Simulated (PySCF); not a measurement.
In(OH)(OMe)(NH2) (CH6InNO2), SMILES C[O][In]([NH2])[OH].

Geometry optimised at B3LYP-D3(BJ)/def2-SVP. The structure was generated by enumeration; whether it is a known compound was not checked. The def2 effective core potentials stand for the cores of In; spin–orbit coupling is left out. Other conformers were not sampled.

The numbers are results of PBE/def2-TZVP (PySCF), not measurements.

The molecule is in vacuum.

* **total energy**: -436.90156 hartree
* **highest occupied level**: -5.83 eV
* **lowest empty level**: -2.53 eV
* **orbital gap**: 3.30 eV
* **dipole moment**: 2.29 D
* **quadrupole, principal values (traceless, Buckingham form, about the centre of nuclear charge)**: -7.38, -0.05, 7.43 D·Å
* **mean static polarisability**: 67.9 bohr³ (10.06 Å³)
* **polarisability, principal values**: 49.4, 66.9, 87.4 bohr³
